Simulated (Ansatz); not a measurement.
`[CH3][AlH][N]([SiH3])[SiH3]` + `N=C=O` → `[CH3][AlH][N]=C=O` + `[SiH3]N[SiH3]`  (ligand exchange at the Al–N bond)

Computed with Ansatz on PBE0-D4/def2-TZVP structures; ΔE is electronic, products minus reactants. CBS: MP2 limit from def2 TZ/QZ plus the TZ coupled-cluster correction, frozen cores. This one scheme is used for every species. DFT in def2-TZVPP. One conformer a species, not always the lowest.

CCSD(T)/CBS gives -42.5 kJ/mol.

Another level gave -47.4 kJ/mol. Which?
A. HF/def2-TZVPP
B. CCSD/def2-TZVPP
C. ωB97M-V/def2-TZVPP
D. PBE-D4/def2-TZVPP

B. CCSD/def2-TZVPP -47.4, HF/def2-TZVPP -73.0, ωB97M-V -43.2, PBE-D4 -36.3 kJ/mol.

Largest T1 diagnostic among the species: 0.018.

In def2-TZVPP, CCSD(T) changes the Hartree–Fock value by +30.9 kJ/mol (the triples alone add +5.4 kJ/mol) and MP2 by +29.9 kJ/mol. The D4 term adds +12.7 kJ/mol with B3LYP and +7.1 kJ/mol with PBE0; it sums over pairs of atoms, weighted by their polarisabilities, and B3LYP, whose exchange is more repulsive, gets the larger term.

B3LYP here is the variant with VWN-RPA as its local correlation; programs differ in this.
